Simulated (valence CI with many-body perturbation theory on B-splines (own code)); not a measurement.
# How close is CI+MBPT for Cl³⁺?

Method: configuration interaction combined with many-body perturbation theory (CI+MBPT): four valence electrons over a frozen Dirac-Fock core [Ne], radial functions for each j: 11 s, 11 p, 10 d, 8 f, 5 g, 2 h, with the one-electron correlation potential Σ1, the two-electron term Σ2, the three-electron term Σ3, Breit, model QED; selected CI, second order for the rest, scaled by the run's own slope (own B-spline code, finite nucleus).

Set against measurement, 24 paired levels are off by 115 cm⁻¹ on average, the worst by 405. These come from a selection out of Moore, Atomic Energy Levels, vol. I, NSRDS-NBS 35 (1971 reprint of NBS Circular 467, 1949), an old analysis. Levels without a partner in it may be off by more. Among the levels kept, up to 980 cm⁻¹ of a level comes from second order outside the variational space, and about a tenth of that is noise between levels of different J, which matters for small intervals.

Measured levels: Moore, Atomic Energy Levels, vol. I, NSRDS-NBS 35 (1971 reprint of NBS Circular 467, 1949). Pairs share parity and J, and are chosen by configuration, term and nearness in energy; levels without a clear partner are left out. The analysis is old, and some levels have since been revised. Energies in cm⁻¹ above the measured ground level.

```tsv
Computed label	Label in the source	Measured	Computed	Difference
3s²3p² ³P_0	3s2 3p2 3P	0	0.0	0
3s²3p² ³P_1	3s2 3p2 3P	491	493.6	+3
3s²3p² ³P_2	3s2 3p2 3P	1341	1346.8	+6
3s²3p² ¹D_2	3s2 3p2 1D	13766	13876.8	+111
3s²3p² ¹S_0	3s2 3p2 1S	32550	32765.8	+216
3s3p³ ³P°_2	3s 3p3 3P°	120256	120285.2	+29
3s3p³ ³P°_1	3s 3p3 3P°	120274	120299.1	+25
3s3p³ ³S°_1	3s 3p3 3S°	164721	164949.8	+229
3s²3p3d ³P°_2	3s2 3p(2P°) 3d 3P°	181643	181733.8	+91
3s²3p3d ³P°_1	3s2 3p(2P°) 3d 3P°	182073	182161.7	+89
3s²3p3d ³D°_1	3s2 3p(2P°) 3d 3D°	187008	187122.9	+115
3s²3p3d ³D°_2	3s2 3p(2P°) 3d 3D°	187174	187295.2	+121
3s²3p3d ³D°_3	3s2 3p(2P°) 3d 3D°	187346	187458.5	+113
3s²3p4s ³P°_0	3s2 3p(2P°) 4s 3P°	215026	215008.0	-18
3s²3p4s ³P°_1	3s2 3p(2P°) 4s 3P°	215389.3	215381.2	-8
3s²3p4s ³P°_2	3s2 3p(2P°) 4s 3P°	216468.1	216464.8	-3
3s²3p4s ¹P°_1	3s2 3p(2P°) 4s 1P°	219454	219460.0	+6
3s²3p4p ³D_2	3s2 3p(2P°) 4p 3D	248026.1	247979.2	-47
3s²3p4p ³D_3	3s2 3p(2P°) 4p 3D	248961.2	248910.8	-50
3s²3p4p ³P_0	3s2 3p(2P°) 4p 3P	251471.4	251363.3	-108
3s²3p4p ³P_1	3s2 3p(2P°) 4p 3P	251725.8	251631.9	-94
3s²3p4p ³P_2	3s2 3p(2P°) 4p 3P	252396.7	252303.0	-94
3s²3p5s ³P°_0	3s2 3p(2P°) 5s 3P°	312747	312342.0	-405
3s²3p5s ³P°_1	3s2 3p(2P°) 5s 3P°	312991	312600.2	-391
3s²3p5s ³P°_2	3s2 3p(2P°) 5s 3P°	314225	313839.0	-386
```

Over 24 excited levels the mean absolute difference is 115 cm⁻¹, the median 92 and the largest 405. The comparison draws on a selection of the measured levels: 25 of the 172 computed ones have a partner in it, and others may be off by more.
